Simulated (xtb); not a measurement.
F3In, charge -1, doublet, from a rough starting geometry (GFN-xTB shapes and energies of metal compounds can be far from the true ones) (a state made from the parent by changing its charge; the spin is typed, not shown lowest); GFN2-xTB (xtb 6.7.1).

xtb was given this input:
```
$ xtb mol.xyz --gfn 2 --chrg -1 --uhf 1 --opt vtight --json

# file mol.xyz
4

In    -0.01643225    -0.00083315    -0.00645999
F     -1.64942722    -1.06852728     0.00756209
F      0.05228798     1.85305683    -0.71580287
F      1.65447105    -0.84627446     0.60132918
```

The log (banner, timings and long lists left out):

```
   ID    Z sym.   atoms
    1   49 In     1
    2    9 F      2-4

           -------------------------------------------------
          |                Calculation Setup                |
           -------------------------------------------------

           -------------------------------------------------
          |                 G F N 2 - x T B                 |
           -------------------------------------------------

          ...................................................
          :                      SETUP                      :
          :.................................................:
          :  # basis functions                  22          :
          :  # atomic orbitals                  21          :
          :  # shells                            9          :
          :  # electrons                        25          :
          :  max. iterations                   250          :
          :  Hamiltonian                  GFN2-xTB          :
          :  restarted?                      false          :
          :  GBSA solvation                  false          :
          :  PC potential                    false          :
          :  electronic temp.          300.0000000     K    :
          :  accuracy                    1.0000000          :
          :  -> integral cutoff          0.2500000E+02      :
          :  -> integral neglect         0.1000000E-07      :
          :  -> SCF convergence          0.1000000E-05 Eh   :
          :  -> wf. convergence          0.1000000E-03 e    :
          :  Broyden damping             0.4000000          :
          :  net charge                         -1          :
          :  unpaired electrons                  1          :
          ...................................................

 iter      E             dE          RMSdq      gap      omega  full diag
   1    -15.7821511 -0.157822E+02  0.964E+00    5.27       0.0  T
   2    -15.7941009 -0.119497E-01  0.557E+00    5.37       1.0  T
   3    -15.7942455 -0.144609E-03  0.119E+00    5.51       1.0  T
   4    -15.7943001 -0.546751E-04  0.136E-01    5.53       1.0  T
   5    -15.7943007 -0.574141E-06  0.505E-02    5.52       1.0  T
   6    -15.7943008 -0.430929E-07  0.741E-03    5.52       6.7  T
   7    -15.7943008 -0.742075E-08  0.180E-03    5.52      27.7  T
   8    -15.7943008 -0.395641E-09  0.132E-03    5.52      37.9  T
   9    -15.7943008 -0.473488E-10  0.142E-04    5.52     351.3  T
  10    -15.7943008 -0.234479E-12  0.133E-04    5.52     376.9  T

   *** convergence criteria satisfied after 10 iterations ***

         :::::::::::::::::::::::::::::::::::::::::::::::::::::
         ::                     SUMMARY                     ::
         :::::::::::::::::::::::::::::::::::::::::::::::::::::
         :: total energy             -15.789785959234 Eh    ::
         :: gradient norm              0.065313842268 Eh/a0 ::
         :: HOMO-LUMO gap              5.519094656319 eV    ::
         ::.................................................::
         :: SCC energy               -15.794300456263 Eh    ::
         :: -> isotropic ES            0.185028109308 Eh    ::
         :: -> anisotropic ES          0.000009470079 Eh    ::
         :: -> anisotropic XC         -0.001797913772 Eh    ::
         :: -> dispersion             -0.001604738243 Eh    ::
         :: repulsion energy           0.004514497029 Eh    ::
         :: add. restraining           0.000000000000 Eh    ::
         :: total charge              -1.000000000000 e     ::
         :::::::::::::::::::::::::::::::::::::::::::::::::::::

      -----------------------------------------------------------
     |                   =====================                   |
     |                        A N C O P T                        |
     |                   =====================                   |
     |               Approximate Normal Coordinate               |
[...]
 * total energy  :   -15.8181174 Eh     change       -0.6079459E-04 Eh
 * total energy  :   -15.8181424 Eh     change       -0.2508006E-04 Eh
 * total energy  :   -15.8181529 Eh     change       -0.1049580E-04 Eh
 * total energy  :   -15.8181591 Eh     change       -0.6206990E-05 Eh
 * total energy  :   -15.8181613 Eh     change       -0.2198720E-05 Eh
 * total energy  :   -15.8181626 Eh     change       -0.1273231E-05 Eh
 * total energy  :   -15.8181635 Eh     change       -0.8785965E-06 Eh
 * total energy  :   -15.8181641 Eh     change       -0.5909033E-06 Eh
 * total energy  :   -15.8181645 Eh     change       -0.3801833E-06 Eh
 * total energy  :   -15.8181647 Eh     change       -0.2293451E-06 Eh
 * total energy  :   -15.8181648 Eh     change       -0.1278797E-06 Eh
 * total energy  :   -15.8181649 Eh     change       -0.6917801E-07 Eh
   *** GEOMETRY OPTIMIZATION CONVERGED AFTER 18 ITERATIONS ***
         :: total energy             -15.818164890087 Eh    ::
[...]

           -------------------------------------------------
          |                Property Printout                |
           -------------------------------------------------

    * Orbital Energies and Occupations

         #    Occupation            Energy/Eh            Energy/eV
      -------------------------------------------------------------
         1        2.0000           -0.5681392             -15.4599
         2        2.0000           -0.5681148             -15.4592
         3        2.0000           -0.5617100             -15.2849
         4        2.0000           -0.3361865              -9.1481
         5        2.0000           -0.2786320              -7.5820
         6        2.0000           -0.2786290              -7.5819
         7        2.0000           -0.2727971              -7.4232
         8        2.0000           -0.2727809              -7.4227
         9        2.0000           -0.2721659              -7.4060
        10        2.0000           -0.2705134              -7.3610
        11        2.0000           -0.2705065              -7.3609
        12        2.0000           -0.2680490              -7.2940
        13        1.0000           -0.2170400              -5.9060 (HOMO)
        14                          0.0035023               0.0953 (LUMO)
        15                          0.1076624               2.9296
        16                          0.1076773               2.9300
        17                          0.1669037               4.5417
        18                          0.1669113               4.5419
        19                          0.2839884               7.7277
        20                          0.5627873              15.3142
        21                          0.5630044              15.3201
      -------------------------------------------------------------
                  HL-Gap            0.2205423 Eh            6.0013 eV
             Fermi-level           -0.1746181 Eh           -4.7516 eV

     #   Z          covCN         q      C6AA      α(0)
     1  49 In       1.816     0.329   362.255    42.382
     2   9 F        0.605    -0.443    14.121     4.433
     3   9 F        0.605    -0.443    14.122     4.433
     4   9 F        0.605    -0.443    14.121     4.433

 Mol. C6AA /au·bohr⁶  :        865.652771
 Mol. C8AA /au·bohr⁸  :      74672.425954
 Mol. α(0) /au        :         55.679607

Wiberg/Mayer (AO) data.
largest (>0.10) Wiberg bond orders for each atom

 ---------------------------------------------------------------------------
     #   Z sym  total        # sym  WBO       # sym  WBO       # sym  WBO
 ---------------------------------------------------------------------------
     1  49 In   2.240 --     2 F    0.747     4 F    0.747     3 F    0.747
     2   9 F    0.932 --     1 In   0.747
     3   9 F    0.931 --     1 In   0.747
     4   9 F    0.932 --     1 In   0.747
 ---------------------------------------------------------------------------

Topologies differ in total number of bonds
Writing topology from bond orders to xtbtopo.mol

molecular dipole:
                 x           y           z       tot (Debye)
 q only:       -0.021       0.033       0.062
   full:       -0.021       0.033       0.063       0.189
molecular quadrupole (traceless):
                xx          xy          yy          xz          yz          zz
 q only:       -5.513      -1.180      -4.070      -3.227       5.773       9.582
  q+dip:       -5.759      -1.232      -4.251      -3.371       6.030      10.010
   full:       -7.170      -1.534      -5.292      -4.197       7.507      12.462

optimized geometry written to: xtbopt.xyz

           -------------------------------------------------
          | TOTAL ENERGY              -15.818164890087 Eh   |
          | GRADIENT NORM               0.000028643878 Eh/α |
          | HOMO-LUMO GAP               6.001262099945 eV   |
           -------------------------------------------------

normal termination of xtb
```
